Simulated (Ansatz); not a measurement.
Cd₇S₇, a nanocrystal cut from zinc blende CdS (bare), relaxed as a singlet with RKS PBE-D4/def2-SVP in Ansatz, starting from the GFN1-xTB geometry. Force threshold 0.03 eV/Å.

In the def2 sets Cd takes a core potential; there is no spin–orbit coupling.

Start:

```
atom   x (Å)   y (Å)   z (Å)
 Cd1   2.384  -2.298   1.335
 Cd2  -0.500   0.458  -3.638
 Cd3   0.400  -2.193  -1.473
 Cd4   1.037   1.744  -1.012
 Cd5  -1.831   0.957   1.710
 Cd6   0.931  -0.178   3.407
 Cd7  -2.101   2.742  -1.317
  S8   1.876  -3.740  -0.515
  S9   3.027  -1.306   3.399
 S10  -0.776  -1.829  -3.652
 S11  -0.080   2.885  -2.893
 S12  -1.221   0.722   3.958
 S13  -3.574   2.088   0.327
 S14   0.429  -0.052   0.364
```

Estimate the energy that the relaxation releases and the steps that it takes.

3.9 kcal/mol, in 6 steps; 34 s on 2 threads of AMD EPYC 7R13 on a shared host and a share (18 GiB) of an NVIDIA H100 80GB HBM3. No frequencies were taken in this run, so the end may be a saddle point.

Does the start keep its bonding and symmetry?

By distances, no bond broke or formed. The bond that changes most is Cd6–S14, from 3.09 to 3.23 Å (atoms count from 1). Point group Cs at the start, Cs at the end, both within 0.05 Å.

Predict the relaxed structure.


Cartesian coordinates in Å:
```
Cd 2.393 -2.352 1.389
Cd -0.515 0.518 -3.537
Cd 0.432 -2.198 -1.566
Cd 1.014 1.734 -0.998
Cd -1.851 1.047 1.717
Cd 0.934 -0.246 3.500
Cd -2.034 2.645 -1.373
S 1.771 -3.791 -0.388
S 3.130 -1.116 3.275
S -0.732 -1.774 -3.699
S -0.120 2.894 -2.935
S -1.241 0.564 3.978
S -3.541 2.161 0.307
S 0.359 -0.085 0.331
```
Bond lengths (bridged metal pairs left out): 16 × Cd–S 2.31 to 2.84 Å.
